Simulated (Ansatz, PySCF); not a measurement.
Pair of molecules: HF (SMILES F) (first 2 atoms) with AsH3 (SMILES [AsH3]); geometry from B3LYP-D3(BJ)/def2-TZVP.
(charge 0, multiplicity 1):
```xyz
6

F      0.3919    -0.7698    -0.4188
H      0.3315    -0.4354     0.4541
As     0.1790     0.4219     2.6851
H      1.3557     1.0807     3.3815
H     -0.1715    -0.4591     3.8703
H     -0.8016     1.5157     3.0668
```

Basis-set superposition error: the interaction energy with monomers in their own basis, and in the dimer's basis (counterpoise).

Run with Ansatz (a quantum-chemistry and plane-wave program) with Gaussian orbitals; PySCF for M06-2X. Each number belongs to the level named beside it.

```csv
level,uncorrected (kJ/mol),counterpoise (kJ/mol),difference
HF/aug-cc-pVDZ,-10.9,-10.2,0.8
HF/aug-cc-pVTZ,-10.7,-10.5,0.2
revPBE/def2-TZVPPD,-15.8,-15.3,0.5
B3LYP/def2-TZVPPD,-17.6,-17.2,0.4
BHLYP/def2-TZVPPD,-18.3,-17.9,0.4
M06-2X/def2-TZVPPD,-19.1,-18.6,0.5
CAM-B3LYP/def2-TZVPPD,-19.9,-19.5,0.4
CCSD/aug-cc-pVDZ,-16.5,-12.5,4.0
CCSD/aug-cc-pVTZ,-17.0,-15.3,1.6
CCSD(T)/aug-cc-pVDZ,-18.0,-13.4,4.6
```

The error is largest for CCSD(T)/aug-cc-pVDZ (4.6 kJ/mol) and smallest for HF/aug-cc-pVTZ (0.2 kJ/mol).
